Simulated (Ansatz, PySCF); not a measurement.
4-chlorobut-1-ene (C4H7Cl), SMILES C=CCCCl. Atoms are numbered in the order given.

```xyz
12

C     -2.9136     0.2433    -0.1189
C     -1.8084    -0.3885    -0.5158
C     -0.4394     0.2167    -0.5525
C      0.5015    -0.4814     0.4150
Cl     2.1558     0.1909     0.3216
H     -3.8860    -0.2558    -0.1115
H     -2.8872     1.2886     0.2062
H     -1.8821    -1.4371    -0.8332
H     -0.0153     0.1352    -1.5681
H     -0.4839     1.2893    -0.3073
H      0.5790    -1.5563     0.1969
H      0.1605    -0.3649     1.4530
```

The structure is a stationary point at PBE0-D3(BJ)/def2-SVP. The values are those of a single conformer.

Two levels are set side by side: PBE-D3(BJ)/def2-SVP (Ansatz, an electronic-structure program) and PBE0-D3(BJ)/def2-SVP (Ansatz). Each level has its own optimised geometry; the coordinates shown are those of the second. Frequencies come from the Hessian of PySCF at each geometry. Differences are taken from unrounded values.

```tsv
quantity	PBE0-D3(BJ)
mean bond length (Å)	1.257
bond C1–C2 (Å)	1.333
bond C2–C3 (Å)	1.497
bond C3–C4 (Å)	1.519
bond C4–Cl5 (Å)	1.788
bond C1–H6 (Å)	1.093
bond C1–H7 (Å)	1.095
bond C2–H8 (Å)	1.098
bond C3–H9 (Å)	1.104
bond C3–H10 (Å)	1.101
bond C4–H11 (Å)	1.100
bond C4–H12 (Å)	1.099
highest harmonic wavenumber (cm⁻¹)	3262
mean harmonic wavenumber (cm⁻¹)	1467
zero-point energy (kcal/mol)	62.93
```

### Question
What does PBE-D3(BJ) give, and how far is it from PBE0-D3(BJ)? (Estimate from the structure and the level; the computed values follow.)

### Answer

```
quantity                            PBE-D3(BJ)  PBE-D3(BJ) minus PBE0-D3(BJ)
----------------------------------  ----------  ----------------------------
mean bond length (Å)                     1.266                         0.009
bond C1–C2 (Å)                           1.344                         0.011
bond C2–C3 (Å)                           1.504                         0.007
bond C3–C4 (Å)                           1.529                         0.010
bond C4–Cl5 (Å)                          1.806                         0.017
bond C1–H6 (Å)                           1.101                         0.008
bond C1–H7 (Å)                           1.103                         0.008
bond C2–H8 (Å)                           1.106                         0.008
bond C3–H9 (Å)                           1.112                         0.009
bond C3–H10 (Å)                          1.110                         0.008
bond C4–H11 (Å)                          1.108                         0.009
bond C4–H12 (Å)                          1.107                         0.009
highest harmonic wavenumber (cm⁻¹)        3168                           -94
mean harmonic wavenumber (cm⁻¹)           1418                           -49
zero-point energy (kcal/mol)             60.82                         -2.10
```

Exact exchange shortens and stiffens bonds; PBE has none. Differences between two approximate levels are no errors against the true value.
